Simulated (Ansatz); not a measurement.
The same path of BrCl3HIn (6 atoms, charge 0, multiplicity 1) was run twice with different band settings. Lost on the way: Br5–H6. Made: Cl2–H6.

These are results of Ansatz 0.2.0, RKS B3LYP-D4/def2-SVP, not measurements.

Relaxed end points:

```xyz
6
Properties=species:S:1:pos:R:3
In 0.013 -0.013 0.079
Cl 0.013 0.473 2.408
Cl 2.045 0.140 -1.079
Cl -2.035 0.041 -1.059
Br 0.083 -2.861 0.991
H 0.072 -2.100 2.216
```

```xyz
6
Properties=species:S:1:pos:R:3
In 0.026 -0.674 -0.267
Cl 0.022 0.067 2.501
Cl 2.030 0.325 -0.964
Cl -2.029 0.229 -0.945
Br 0.086 -3.038 0.584
H 0.055 -1.228 2.647
```

Common settings: climbing image yes; spring 5.0 eV/Å²; optimiser quadratic models (default); start path through a guess of the saddle point; force threshold 0.05 eV/Å; iteration limit 60; end points relaxed.

| run | movable images |
| --- | --- |
| 1 | 5 |
| 2 | 1 |

(1) What does each run give, and how far can it be trusted?

Answers

(1) Run 1: converged after 7 iterations, highest image 0.156 eV above the first end. A vibrational analysis at the climbing image gives one clearly imaginary mode, 429i cm⁻¹: a first-order saddle point.
Run 2: converged after 8 iterations, highest image 0.156 eV above the first end. Another band between the same ends (5 images) ends at a top of the same energy, where a vibrational analysis finds 1 clearly imaginary mode. So few images can step over the top or miss a turn of the path.
The orbitals stay closed-shell, which can raise the energy where a bond breaks towards radicals; this wasn't checked here.
